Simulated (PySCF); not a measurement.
A structure optimised at PBE0-D3(BJ)/def2-SVP, used in a PySCF frequency run:

```
Ge
F 1 1.7007
F 1 1.7090 2 108.51
F 1 1.7090 2 108.51 3 114.93
O 1 1.7295 2 108.37 4 122.54
H 5 0.9650 1 113.84 2 180.00
```
Charge 0, spin multiplicity 1.

Question: Write its SMILES, formula and point group.

Answer: [OH][Ge]([F])([F])[F], F3GeHO, Cs

Question: What are its rotational constants (standard atomic weights)?

Answer: 3.5203, 3.4550, 3.4150 GHz
